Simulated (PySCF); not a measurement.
## Polarisability and C₆ of As²⁺ (arsenic, charge +2)

[Ar] 3d10 4s2 4p1, 2P determinant. All numbers are calculated (PySCF 2.14, scalar relativity by spin-free X2C-1e, in x2c-QZVPPall with one added diffuse shell each of s, p, d, f type (12s9p6d5f1g, 113 functions)). Coupled (time-dependent) response in atomic units; α is the mean over directions.

```
   method  mean α (bohr³)         α xx, yy, zz  C₆ (like pair)  S(−4)
CAM-B3LYP           10.06  9.970, 10.24, 9.970           44.19  35.13
```

S(−4) is the Cauchy moment in α(ω) = α(0) + S(−4) ω² + …

Spin-orbit coupling is absent.

α(iu) at CAM-B3LYP:

| u (hartree) | α(iu) (bohr³) |
| --- | --- |
| 0 | 10.06 |
| 0.0500 | 9.973 |
| 0.100 | 9.722 |
| 0.200 | 8.842 |
| 0.300 | 7.706 |
| 0.500 | 5.547 |
| 0.750 | 3.708 |
| 1.00 | 2.629 |
| 1.50 | 1.560 |
| 2.00 | 1.075 |
| 3.00 | 0.6419 |
| 5.00 | 0.3362 |

A single London oscillator, α(iu) = α/(1 + u²/ω²), gives C₆ = (3/4) ω α². Matching the computed C₆ needs ω = 4 × 44.19 / (3 × 10.06²) = 0.582 hartree.

For an ion, C₆ is the dispersion term alone; charge-induced terms of lower order in 1/R come first.

The components differ because the open shell of this determinant is not spherical; for a pure term their mean is the scalar polarisability.
